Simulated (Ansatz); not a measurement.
```yaml
crystal:
  periodic: [false, false, false]
  atoms:
    - {symbol: F, position_ang: [2.293070, 0.927144, 0.221653]}
    - {symbol: C, position_ang: [1.042643, 0.487793, 0.126058]}
    - {symbol: C, position_ang: [0.623561, -0.792681, 0.150351]}
    - {symbol: N, position_ang: [-0.730787, -0.927612, -0.248098]}
    - {symbol: Ga, position_ang: [-0.776888, 0.989767, -0.339648]}
    - {symbol: Cl, position_ang: [-2.295981, 2.409558, -0.723336]}
    - {symbol: H, position_ang: [1.231956, -1.666642, 0.375874]}
    - {symbol: H, position_ang: [-1.295375, -1.484528, 0.381446]}
basis:
  gaussian: {orbitals: def2-mTZVPP, final_grid: {core_spheres: 5, valence_spheres: 4, degree: 11}}
hamiltonian: {xc: {name: HF}}
correlation: {method: rpa}
multiplicity: 3
```

```sh
$ ansatz run in.yaml --threads 4 --pin off --events-out ev --progress --plain --max-ram 10444MiB
```

Output, abridged:

```
Error: YAML parse error: error: line 16 column 1: unknown field `multiplicity`, expected one of crystal, accuracy, basis, kpoints, hamiltonian, magnetization, projection, total_charge, correlation, batch, efield, external_charges, scf, relax, neb, saddle, md, ramp, phonons, dielectric, real_time, elastic, magnetic_configurations, gw, evaluate, workflow, output, checkpoint, execution
  --> <input>:16:1
   |
14 | hamiltonian: {xc: {name: HF}}
15 | correlation: {method: rpa}
16 | multiplicity: 3
   | ^ unknown field `multiplicity`, expected one of crystal, accuracy, basis, kpoints, hamiltonian, magnetization, projection, total_charge, correlation, batch, efield, external_charges, scf, relax, neb, saddle, md, ramp, phonons, dielectric, real_time, elastic, magnetic_configurations, gw, evaluate, workflow, output, checkpoint, execution
```

Question: Something in this input is off. What?

Answer: The input holds a key that doesn't belong there. The program refused the input.
